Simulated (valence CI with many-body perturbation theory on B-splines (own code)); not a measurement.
**Nd47+: one-electron terms**

Computed by configuration interaction combined with many-body perturbation theory (CI+MBPT): three valence electrons over a frozen Dirac-Fock core [Ne], a basis of 11 s, 11 p, 10 d, 8 f, 5 g, 2 h functions for each j, with the one-electron correlation potential Σ1 (screened to all orders), the two-electron term Σ2, the three-electron term Σ3, Breit, model QED; selected single and double excitations, second order for the rest, scaled by the run's own slope (own B-spline code, finite nucleus).

No measured spectrum was set against this ion. As an estimate, large intervals hold to a few tenths of a per cent, small ones and those within an open d or f shell to about a per cent.

These are the spectroscopic orbitals of the CI (the correlating ones are not listed), shaped by the core and the other valence electrons. h is the expectation value of the core's Dirac-Fock operator, without the valence repulsion; Σ1 is computed up to l = 3 at one energy for each symmetry, that of its lowest orbital but kept below the first core excitation, so for empty shells it is not the orbital's own correlation shift; Breit and QED include the response of the core.

| Orbital | h (hartree) | Σ1 (cm⁻¹) | Breit (cm⁻¹) | QED (cm⁻¹) | ⟨r⟩ (bohr) |
| --- | --- | --- | --- | --- | --- |
| 3s1/2 | -158.23 | -6879 | 22380 | 17821 | 0.2397 |
| 4s1/2 | -86.123 | -2325 | 8744 | 7181 | 0.4422 |
| 5s1/2 | -54.046 | -1067 | 4192 | 3517 | 0.7090 |
| 6s1/2 | -37.045 | -584 | 2350 | 1985 | 1.038 |
| 7s1/2 | -26.964 | -355 | 1449 | 1228 | 1.429 |
| 8s1/2 | -20.5 | -232 | 956 | 813 | 1.882 |
| 3p1/2 | -153.93 | -8880 | 37491 | 205 | 0.2266 |
| 4p1/2 | -84.333 | -2935 | 14674 | 95.4 | 0.4330 |
| 5p1/2 | -53.148 | -1356 | 7164 | 50.2 | 0.7024 |
| 6p1/2 | -36.532 | -744 | 4041 | 29.3 | 1.034 |
| 7p1/2 | -26.644 | -453 | 2502 | 18.5 | 1.428 |
| 8p1/2 | -20.287 | -297 | 1656 | 12.4 | 1.884 |
| 3p3/2 | -148.72 | -7974 | 21961 | 1942 | 0.2356 |
| 4p3/2 | -82.207 | -2715 | 8544 | 788 | 0.4450 |
| 5p3/2 | -52.08 | -1269 | 4455 | 394 | 0.7174 |
| 6p3/2 | -35.922 | -701 | 2517 | 225 | 1.052 |
| 7p3/2 | -26.263 | -429 | 1561 | 140 | 1.449 |
| 8p3/2 | -20.034 | -282 | 1035 | 93.3 | 1.908 |
| 3d3/2 | -143.37 | -9761 | 17315 | -580 | 0.2027 |
| 4d3/2 | -80.17 | -2737 | 6250 | -196 | 0.4165 |
| 5d3/2 | -51.081 | -1221 | 2975 | -91.4 | 0.6924 |
| 6d3/2 | -35.358 | -663 | 1660 | -50.4 | 1.031 |
| 7d3/2 | -25.913 | -403 | 1022 | -30.8 | 1.431 |
| 3d5/2 | -142.16 | -8956 | 8291 | 114 | 0.2054 |
| 4d5/2 | -79.648 | -2503 | 2963 | 87.7 | 0.4199 |
| 5d5/2 | -50.813 | -1118 | 1441 | 51.6 | 0.6966 |
| 6d5/2 | -35.202 | -608 | 807 | 31.7 | 1.036 |
| 7d5/2 | -25.815 | -370 | 498 | 20.5 | 1.437 |
| 4f5/2 | -78.557 | -2421 | 628 | -91.7 | 0.3665 |
| 5f5/2 | -50.272 | -1173 | 429 | -49.5 | 0.6455 |
| 6f5/2 | -34.895 | -660 | 270 | -29.2 | 0.9867 |
| 7f5/2 | -25.624 | -409 | 179 | -18.6 | 1.390 |
| 4f7/2 | -78.336 | -2331 | 166 | 34.7 | 0.3682 |
| 5f7/2 | -50.158 | -1125 | 113 | 15.2 | 0.6474 |
| 6f7/2 | -34.829 | -632 | 68.6 | 8.2 | 0.9889 |
| 7f7/2 | -25.582 | -391 | 45.6 | 5.0 | 1.393 |
| 5g7/2 | -50.066 |  | 14.6 | -21.1 | 0.5689 |
| 6g7/2 | -34.773 |  | 14.5 | -12.5 | 0.9110 |
| 7g7/2 | -25.546 |  | 11.4 | -8.0 | 1.316 |
| 5g9/2 | -50 |  | 2.3 | 15.7 | 0.5701 |
| 6g9/2 | -34.735 |  | 2.3 | 8.9 | 0.9123 |
| 7g9/2 | -25.522 |  | 1.8 | 5.5 | 1.317 |
| 6h9/2 | -34.725 |  |  |  | 0.8100 |
| 6h11/2 | -34.7 |  |  |  | 0.8110 |

Among the shells of the start configuration 3s2 3p1, Σ1 is largest in size for 3p1/2, where it is 0.026 % of h.

Lowest root of each symmetry, sizes in configuration state functions:

```tsv
J	Parity	Roots	Reference	Variational	Second order	Change by selected CI (cm⁻¹)	Change by second order (cm⁻¹)
1/2	even	17	93	11053	9392	-3872	0
3/2	even	24	147	16825	22206	-2124	0
5/2	even	22	153	18890	24659	-3162	-1
7/2	even	12	113	16776	27355	-4717	-1
9/2	even	8	71	13225	22959	-5016	-2
11/2	even	2	28	7318	20826	-10836	-3
1/2	odd	17	90	10678	10660	-3974	0
3/2	odd	25	146	16550	22528	-3751	0
5/2	odd	20	146	17660	26502	-3710	-1
7/2	odd	14	114	16564	27668	-4181	-1
9/2	odd	7	65	12106	20421	-2484	-1
11/2	odd	3	30	9074	19156	-5413	-2
```
